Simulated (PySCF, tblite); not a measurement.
Compound: C₆H₁₁PS.
SMILES with atom numbers: `[CH3:1][C:2]1=[CH:3][CH2:4][P@:5]([CH3:6])(=[S:7])[CH2:8]1` (hydrogens: H9, H10, H11 on C1; H12 on C3; H13, H14 on C4; H15, H16, H17 on C6; H18, H19 on C8)

Computed geometry: GFN2-xTB, gas phase.

(1) List the bond lengths, angles and torsions at this level.

Answers

(1) 
| bond | length (bohr) | order |
| --- | --- | --- |
| C1–C2 | 2.819 | single |
| C2=C3 | 2.508 | double |
| C3–C4 | 2.828 | single |
| C4–P5 | 3.502 | single |
| P5–C6 | 3.469 | single |
| P5=S7 | 3.660 | double |
| P5–C8 | 3.499 | single |
| C2–C8 | 2.842 | single |
| C1–H9, C1–H10, C1–H11 | 2.058 | single |
| C3–H12 | 2.039 | single |
| C4–H13 | 2.069 | single |
| C4–H14 | 2.065 | single |
| C6–H15, C6–H16, C6–H17 | 2.058 | single |
| C8–H18 | 2.065 | single |
| C8–H19 | 2.069 | single |

Bonds in one row agree within 0.02 bohr and their mean is given. Orders are formal, as drawn. A selection of angles:
| angle | degrees |
| --- | --- |
| C2–C1–H9 | 111.0 |
| C2–C1–H10 | 110.3 |
| H9–C1–H10 | 108.8 |
| H10–C1–H11 | 107.6 |
| C1–C2–C3 | 125.9 |
| C1–C2–C8 | 118.2 |
| C3–C2–C8 | 116.0 |
| C2–C3–C4 | 117.7 |
| C2–C3–H12 | 123.1 |
| C4–C3–H12 | 119.2 |
| C3–C4–P5 | 103.4 |
| C3–C4–H13 | 111.7 |
| C3–C4–H14 | 113.3 |
| P5–C4–H13 | 108.8 |
| P5–C4–H14 | 111.8 |
| H13–C4–H14 | 107.8 |
| C4–P5–C6 | 103.9 |
| C4–P5–S7 | 119.0 |
| C4–P5–C8 | 92.7 |
| C6–P5–S7 | 115.1 |
| C6–P5–C8 | 104.1 |
| S7–P5–C8 | 118.7 |
| P5–C6–H15 | 108.1 |
| P5–C6–H17 | 111.0 |
| H15–C6–H16 | 108.7 |
| P5–C8–H18 | 112.1 |
| P5–C8–H19 | 108.6 |
| C2–C8–P5 | 103.9 |
| C2–C8–H18 | 113.1 |
| C2–C8–H19 | 111.3 |
| H18–C8–H19 | 107.9 |

Torsions: C1–C2–C3–C4 -179° (antiperiplanar); C2–C3–C4–P5 -17° (synperiplanar); C3–C4–P5–C6 -83° (synclinal); C4–P5–C8–C2 -22° (synperiplanar); C1–C2–C8–P5 -164° (antiperiplanar).

The C–C distances run from 1.327 Å (C2=C3, drawn double) to 1.504 Å (C2–C8, drawn single), a spread of 0.177 Å. Of the pairs four or more bonds apart, H9···H12 is among the closest relative to their van der Waals radii: 2.51 Å, 105 % of the sum of Bondi's values. P5 (phosphorus bonded to 3 C and S) has angles from 92.7° to 119.0°. The 5-membered ring C2–C3–C4–P5–C8 has internal angles of 92.7° to 117.7° (sum 534°, against 540° for a flat polygon); it is puckered, 0.13 Å rms from its mean plane, widest ring torsion 22°.

Point group: C1 (no symmetry element, even within 0.4 Å). Its GFN2-xTB frequencies are all real (lowest 58 cm⁻¹). One conformer, not necessarily the lowest.
